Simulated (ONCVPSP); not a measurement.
**PBE ONCV dataset for P (Z = 15), scalar-relativistic all-electron reference.**

phosphorus, optimised norm-conserving Vanderbilt (ONCV), made with ONCVPSP 4.0.1 (PBE, scalar-relativistic). Core [Ne], reference 3s2 3p3. Waves: 3s: rc 1.45 bohr, ncon 3, nbas 6, qcut 4.8 1/bohr, local; 3p: rc 1.90 bohr, ncon 4, nbas 8, qcut 5.1 1/bohr, 2 projectors, debl 0.8 Ha; d scattering state at 0.17 Ha: rc 1.95 bohr, ncon 5, nbas 8, qcut 5.3 1/bohr, 2 projectors, debl 3.4 Ha. Local part: the s channel. Core correction: none.

- Cutoffs needed: 10 Ha and 18 Ha (the cutoffs (Ha) at which the residual kinetic energy of the hardest occupied pseudo-wave falls to 1 and 0.1 mHa per electron) The cutoffs count occupied waves only; projector 2 of the d channel, the hardest unoccupied one, needs 63 Ha at the loose tolerance.
- Ghost test: no bound ghost flagged; no localised positive-energy state flagged
- Largest excitation error: +31 meV (all-electron minus pseudo) for 3s2 3p0, out of 4 test configurations
